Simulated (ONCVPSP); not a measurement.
# osmium: one change to an ONCV potential, before and after

- Element: Os (Z = 76)
- Generator: ONCVPSP 4.0.1
- Type: optimised norm-conserving Vanderbilt (ONCV)
- Functional: PBEsol
- Relativity: fully relativistic
- Frozen core: [Kr] 4d10 4f14
- Valence charge: 16
- Reference configuration: 5s2 5p6 5d6 6s1 (charge +1)
- Partial waves: 5s+6s: rc 1.60 bohr, ncon 3, nbas 6, qcut 7 1/bohr, 2 projectors; 5p: rc 1.50 bohr, ncon 4, nbas 8, qcut 8.2 1/bohr, 1 projector; 5d: rc 2.45 bohr, ncon 3, nbas 8, qcut 6.9 1/bohr, 2 projectors, debl 1.7 Ha
- Local potential: polynomial inside 1.00 bohr (lpopt 5, dvloc0 6 Ha)
- Core correction: none

Open shells are filled in proportion to 2j + 1.

Change: local potential polynomial inside 1.00 bohr (lpopt 5, dvloc0 8.5 Ha).

Cutoffs: the cutoffs (Ha) at which the residual kinetic energy of the hardest occupied pseudo-wave falls to 1 and 0.1 mHa per electron; they do not see the model core or the augmentation charge, which bear on the density cutoff. Errors are all-electron minus pseudo energies relative to the spin-unpolarised reference configuration.

Q: What does the change do?

A: The potential gets neither clearly harder nor softer (26 Ha and 31 Ha → 26 Ha and 31 Ha); the errors of the 4 common tests hardly move; the range in which the s phases agree widens (upper end 3.4 → 4.6); neither file shows a bound ghost.

| quantity | base | changed |
| --- | --- | --- |
| cutoff, loose | 26 Ha | 26 Ha |
| cutoff, tight | 31 Ha | 31 Ha |
| bound ghosts | none | none |
| GHOST(+) flags under 300 eV | s at 104.7 eV | s at 146.3 eV |
| error for 5s2 5p6 5d6 6s2, meV [ΔE -9.63 eV] | -0.4 | -0.4 |
| error for 5s2 5p6 5d6 6s0, meV [ΔE 16.94 eV] | -0.3 | -0.3 |
| error for 5s2 5p6 5d5 6s0, meV [ΔE 45.82 eV] | +4.6 | +4.5 |
| error for 5s2 5p6 5d6 6s0 6p2, meV [ΔE 0.81 eV] | +201 | +180 |
| s: phases at 1.63 bohr within 0.05 rad from the reference energy up to (Ha; the scan ends near 5) | 3.4 | 4.6 |
| p3/2: phases at 1.52 bohr within 0.05 rad from the reference energy up to (Ha; the scan ends near 5) | 0.9 | 1.0 |
| p1/2: phases at 1.52 bohr within 0.05 rad from the reference energy up to (Ha; the scan ends near 5) | 0.4 | 0.5 |
| d5/2: phases at 2.49 bohr within 0.05 rad from the reference energy up to (Ha; the scan ends near 5) | to the end of the scan | to the end of the scan |
| d3/2: phases at 2.49 bohr within 0.05 rad from the reference energy up to (Ha; the scan ends near 5) | to the end of the scan | to the end of the scan |

Base: These tests converged, but a pseudo level misses the all-electron one widely, so the file describes the atom poorly there or has found another state: 5s2 5p6 5d6 6s0 6p2: empty 6s by 12.4 eV. Changed file: These tests converged, but a pseudo level misses the all-electron one widely, so the file describes the atom poorly there or has found another state: 5s2 5p6 5d6 6s0 6p2: empty 6s by 12.4 eV.
